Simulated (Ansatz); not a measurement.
Ansatz (a program for electronic structure) input (PBE0/6-31G* with LANL2DZ past Ar): The .json file joins the Basis Set Exchange's 6-31G* for atoms up to Ar and LANL2DZ past it.

Ansatz 0.2 input:
```yaml
crystal:
  periodic: [false, false, false]
  atoms:
    - {symbol: C, position_ang: [-2.05133800, 0.01755900, 0.23772100]}
    - {symbol: O, position_ang: [-0.86943300, -0.58400300, 0.51207200]}
    - {symbol: Ge, position_ang: [0.66110300, 0.09982600, -0.16350500]}
    - {symbol: H, position_ang: [-2.07795300, 1.08984400, 0.06901900]}
    - {symbol: H, position_ang: [-2.92452200, -0.50626600, 0.60096000]}
    - {symbol: H, position_ang: [0.68080200, 1.60457500, 0.15976500]}
    - {symbol: H, position_ang: [1.76233600, -0.67728200, 0.56143000]}
    - {symbol: H, position_ang: [0.66752900, -0.13863400, -1.68192900]}
basis:
  gaussian:
    orbitals: 6-31Gs+LANL2DZ.json
hamiltonian:
  xc: {name: PBE0}
magnetization: {spin_polarized: true, initial_magnetization: 1}
output: {forces: true}
```

Output:

```
Functional definition: PBE0
integrals: 0.01 GiB planned
551 factors; integrals over basis functions are off by at most 1.0e-3 eV
mean field: 0.16 GiB planned
mean field evaluation 1: about -3259.2385 eV, gradient 2.6e1 eV
mean field evaluation 2: about -3255.1478 eV, gradient 4.2e1 eV
mean field evaluation 4: about -3261.9580 eV, gradient 1.6e0 eV
mean field evaluation 8: about -3262.1472 eV, gradient 1.3e-1 eV
mean field evaluation 16: about -3262.1473 eV, gradient 4.6e-5 eV
mean field -3262.14730023 eV, -119.8817021208 hartree, gradient 4.8e-5 eV, S^2 0.753842; 0 other end points of the search recorded, 0 dependent functions left out
the calculation of the forces begins
reference -3262.14732227 eV, -119.8817029305 hartree; 12, 11 occupied and 36, 37 virtual orbitals, 551 factors
Total energy: -3262.14732227 eV, -119.8817029305 hartree
Atom 0 at    -2.051338     0.017559     0.237721 Å, force     0.188336    -0.030132    -0.198600 eV/Å
Atom 1 at    -0.869433    -0.584003     0.512072 Å, force     0.096591    -0.052893     0.085472 eV/Å
Atom 2 at     0.661103     0.099826    -0.163505 Å, force    -0.534659    -0.188808     0.150157 eV/Å
Atom 3 at    -2.077953     1.089844     0.069019 Å, force    -0.038890     0.148736     0.033680 eV/Å
Atom 4 at    -2.924522    -0.506266     0.600960 Å, force    -0.077115    -0.058987     0.085737 eV/Å
Atom 5 at     0.680802     1.604575     0.159765 Å, force     0.089281     0.220229    -0.009256 eV/Å
Atom 6 at     1.762336    -0.677282     0.561430 Å, force     0.178421    -0.065656     0.068595 eV/Å
Atom 7 at     0.667529    -0.138634    -1.681929 Å, force     0.098036     0.027511    -0.215784 eV/Å
Dipole moment:     0.253328     0.225033    -0.117221 e Å
```

The geometry given is a B3LYP-D3(BJ)/def2-TZVP minimum.
